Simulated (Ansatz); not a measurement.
BaF2, SMILES [Ba]([F])[F]. Atoms are numbered in the order given.

```xyz
3

Ba     0.0000     0.0000     0.1606
F      0.0000    -1.9094    -0.9467
F      0.0000     1.9094    -0.9467
```
Charge 0, spin multiplicity 1.

Geometry: PBE0-D3(BJ)/def2-TZVP. The isomer is the one that the SMILES or the coordinates give; other isomers of the formula were not compared. The def2 effective core potentials stand for the cores of Ba; spin–orbit coupling is left out.

Two levels are set side by side: PBE-D3(BJ)/def2-TZVP (Ansatz, a first-principles code) and PBE0-D3(BJ)/def2-TZVP (Ansatz). Each level has its own optimised geometry; the coordinates shown are those of the second. Differences are taken from unrounded values.

| quantity | PBE0-D3(BJ) |
|---|---|
| mean bond length (Å) | 2.207 |
| bond Ba1–F2 (Å) | 2.207 |
| bond Ba1–F3 (Å) | 2.207 |

Q: What does PBE-D3(BJ) give, and how far is it from PBE0-D3(BJ)? (Estimate from the structure and the level; the computed values follow.)

A: 
```
quantity              PBE-D3(BJ)  PBE-D3(BJ) minus PBE0-D3(BJ)
--------------------  ----------  ----------------------------
mean bond length (Å)       2.216                         0.009
bond Ba1–F2 (Å)            2.216                         0.009
bond Ba1–F3 (Å)            2.216                         0.009
```

Exact exchange shortens and stiffens bonds; PBE has none. Differences between two approximate levels are no errors against the true value.
